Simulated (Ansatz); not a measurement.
`N[SiH](N)[Ga]([F])[Cl]` → Cl• + F• + Ga• + 5 H• + 2 N• + Si•  (atomization)

Calculated with Ansatz (gas phase, PBE0-D4/def2-TZVP geometries, no zero-point term in ΔE). CCSD(T)/CBS is the MP2 limit (def2-TZVPP, def2-QZVPP) plus CCSD(T) − MP2 in def2-TZVPP, frozen cores. This one scheme is used for every species, atoms too. DFT in def2-TZVPP. B3LYP here is the variant with VWN-RPA as its local correlation; programs differ in this. No spin–orbit coupling; open shells (•) take unrestricted orbitals. Spin–orbit coupling would lower the free atoms: a little for Cl, F, Si; clearly for Ga. Bonds to Ga are less sure, by a few kJ/mol each and by 10 to 20 or more in all where they break to atoms, as the def2 sets lack core-valence functions. Scalar relativity is left out up to krypton. One conformer a species, not always the lowest.

```json
{"level": "LDA (SPW92)", "ΔE (eV)": "43.96", "difference from CCSD(T)/CBS": "5.61"}
{"level": "B3LYP-D4", "ΔE (eV)": "38.11", "difference from CCSD(T)/CBS": "-0.24"}
{"level": "r2SCANh-D4", "ΔE (eV)": "37.88", "difference from CCSD(T)/CBS": "-0.47"}
{"level": "revPBE", "ΔE (eV)": "36.98", "difference from CCSD(T)/CBS": "-1.37"}
{"level": "BHLYP", "ΔE (eV)": "36.49", "difference from CCSD(T)/CBS": "-1.86"}
{"level": "LC-ωPBE", "ΔE (eV)": "38.08", "difference from CCSD(T)/CBS": "-0.27"}
{"level": "MP2/def2-SVP", "ΔE (eV)": "35.62", "difference from CCSD(T)/CBS": "-2.73"}
{"level": "CCSD(T)/def2-TZVPP", "ΔE (eV)": "37.07", "difference from CCSD(T)/CBS": "-1.28"}
{"level": "MP2/CBS(def2)", "ΔE (eV)": "39.21", "difference from CCSD(T)/CBS": "0.86"}
{"level": "CCSD/CBS(def2)", "ΔE (eV)": "37.70", "difference from CCSD(T)/CBS": "-0.65"}
{"level": "CCSD(T)/CBS", "ΔE (eV)": "38.35", "difference from CCSD(T)/CBS": "0"}
```

Largest T1 diagnostic among the species: 0.013.

From BLYP to BHLYP (50 % exact exchange), in def2-TZVPP and without D4, ΔE moves by −1.05 eV: exact exchange takes away binding that semilocal exchange gives to molecules. In def2-TZVPP, CCSD(T) changes the Hartree–Fock value by +10.72 eV (the triples alone add +0.66 eV) and MP2 by +11.58 eV; breaking electron pairs costs correlation energy, which Hartree–Fock lacks. Leaving LDA and LC-ωPBE aside and taking each functional with its dispersion term where it has one, the values, not all of them listed here, spread over 1.95 eV, from BHLYP-D4 to PBE-D4. LDA lies +5.40 eV from PBE without D4, its usual overbinding.

For atomizations the MP2-based limit and the directly extrapolated one differ by several kJ/mol either way, and by 10 to 25 for some Ge, Se and Sn compounds, so smaller differences from it don't rank the levels.
